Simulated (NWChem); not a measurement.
# GaNH$_{2}$F$_{2}$; SMILES [NH2][Ga]([F])[F]

```xyz
6

Ga    -0.0019    -0.0083     0.0000
F      0.0030    -0.9343     1.4744
F      0.0030    -0.9343    -1.4744
N      0.0105     1.7748     0.0000
H     -0.0340     2.3265    -0.8463
H     -0.0340     2.3265     0.8463
```
Atoms are numbered in this order, from 1.

Program: NWChem. Pople sets run with spherical d functions. Coordinates come from a PBE0/def2-SVP optimisation. Vertical excitations in the gas phase; the lowest state need not have the same character in each row.

**Question.** Order these by “lowest excitation, singlet (eV)”, lowest first: B3LYP/6-31G*, full TDDFT; BHandHLYP/6-31G*, full TDDFT; PBE/6-31G*, full TDDFT.

**Answer.** PBE/6-31G*, full TDDFT (4.65), B3LYP/6-31G*, full TDDFT (5.11), BHandHLYP/6-31G*, full TDDFT (5.85)
